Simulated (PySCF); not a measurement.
```xyz
4
charge 0 multiplicity 1, angstrom
Be    0.9732    0.0000    0.0000
Be   -0.9732    0.0000    0.0000
S     0.0000    1.6596    0.0000
S     0.0000   -1.6596    0.0000
```

Level of theory: PBE0/[Be def2-TZVP, S def2-TZVP], no relativity, density fitting, PySCF.

This geometry of Be2S2 is a stationary point at this level.

Question: What is the point group?

Answer: D2h.

Question: Is it a minimum?

Answer: Yes: all harmonic wavenumbers are real.

Question: List the harmonic modes with their infrared intensities.

Answer: 
```
symmetry  ω (cm⁻¹)  IR (km/mol)
     b3u       303         38.6
      ag       444          0.0
     b1u       544          135
     b3g       678          0.0
      ag       843          0.0
     b2u       906          314
```

Question: Give the atomic charges and bond orders.

Answer: 
```tsv
atom	Mulliken	Löwdin	polar tensor	Mayer order to Be1
Be1	0.18	-0.36	0.71	–
Be2	0.18	-0.36	0.71	0.36
S3,4	-0.18	0.36	-0.71	1.19
```
Other Mayer orders above 0.3: Be–S 1.19 (×2).

In D2h the vibrations span b3u + 2ag + b1u + b3g + b2u. The ag, b3g modes carry no infrared intensity, as symmetry demands. With a centre of inversion only u modes can be infrared active and only g modes Raman active.

Only a few start shapes were tried, so a lower isomer may exist.
